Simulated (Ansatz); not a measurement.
Ansatz (an electronic-structure program) input (B3LYP-D3(BJ)/def2-TZVP):

Ansatz 0.2 input:
```yaml
crystal:
  periodic: [false, false, false]
  atoms:
    - {symbol: Cl, position_ang: [2.10166215, 0.74768510, -0.07141081]}
    - {symbol: C, position_ang: [0.85273706, -0.30679052, -0.03342468]}
    - {symbol: C, position_ang: [-0.43349318, -0.34431373, 0.01626317]}
    - {symbol: Cl, position_ang: [-1.46521614, 1.11783745, 0.07130739]}
    - {symbol: H, position_ang: [-1.02051467, -1.24381032, 0.03006493]}
basis:
  gaussian:
    orbitals: def2-TZVP
hamiltonian:
  xc: b3lyp
  dispersion: d3bj
magnetization: {spin_polarized: true, initial_magnetization: 1}
relax: {f_tol: 0.002, max_steps: 150}
```

End of the output:

```
relax step   7: F+E_penalty+E_count = -27135.24618588 eV  Δ(F+E_penalty+E_count) = -8.425e-7 eV  max|allowed force component| = 1.243e-3 eV/Å  Δτ_max = 0.0002 Å  (25 SCF iters, accepted)
integrals: 0.06 GiB planned
930 factors; their error is unknown
mean field: 0.75 GiB planned
mean field evaluation 64: about -27128.0622 eV, gradient 3.7e1 eV
mean field -27135.02221790 eV, -997.1936737292 hartree, gradient 3.9e-5 eV, S^2 0.760048; 1 other end points of the search recorded, 0 dependent functions left out
the calculation of the forces begins
reference -27135.02245789 eV, -997.1936825486 hartree; 24, 23 occupied and 118, 119 virtual orbitals, 930 factors
Total energy: -27135.24642587 eV, -997.2019132200 hartree
Atom 0 at     2.077863     0.780626    -0.070101 Å, force     0.000586     0.000075    -0.000196 eV/Å
Atom 1 at     0.855532    -0.336465    -0.033924 Å, force    -0.000837    -0.000218     0.000321 eV/Å
Atom 2 at    -0.449788    -0.340594     0.016947 Å, force     0.000465     0.001243     0.000007 eV/Å
Atom 3 at    -1.419120     1.118378     0.069515 Å, force    -0.000128    -0.000016     0.000036 eV/Å
Atom 4 at    -1.029312    -1.251337     0.030363 Å, force    -0.000087    -0.001082    -0.000169 eV/Å
Dipole moment:     0.067134    -0.133731    -0.003944 e Å
```

It need not be the lowest isomer of its formula.
